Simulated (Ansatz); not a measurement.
System: AlH2, charge 1, multiplicity 1. 
Coordinates optimised at B3LYP-D3(BJ)/def2-TZVP (Ansatz, a first-principles code):
SMILES: [AlH2+]
```xyz
3

Al     0.0000     0.0000     0.0000
H      0.0000     0.0000     1.5491
H      0.0000     0.0000    -1.5491
```
Charge +1, spin multiplicity 1.

Basis-set convergence of Hartree-Fock and MP2 correlation energies (hartree) with Ansatz. Correlated levels leave the core frozen unless marked. Spin-orbit coupling is left out. Non-relativistic.

```json
[
 {"basis": "aug-cc-pV(D+d)Z", "functions": "50", "E(HF)": "-242.78222", "E(corr, MP2)": "-0.05226"},
 {"basis": "aug-cc-pV(T+d)Z", "functions": "101", "E(HF)": "-242.79011", "E(corr, MP2)": "-0.06168"},
 {"basis": "aug-cc-pV(Q+d)Z", "functions": "181", "E(HF)": "-242.79192", "E(corr, MP2)": "-0.06519"}
]
```

Extrapolating the two largest sets (X = 3 and 4) as X^-3: E(corr) = (64·(-0.06519) - 27·(-0.06168))/37 = -0.0678 Eh, an estimate of the basis-set limit. The largest set recovers 96.2 % of it, the smallest 77.1 %.
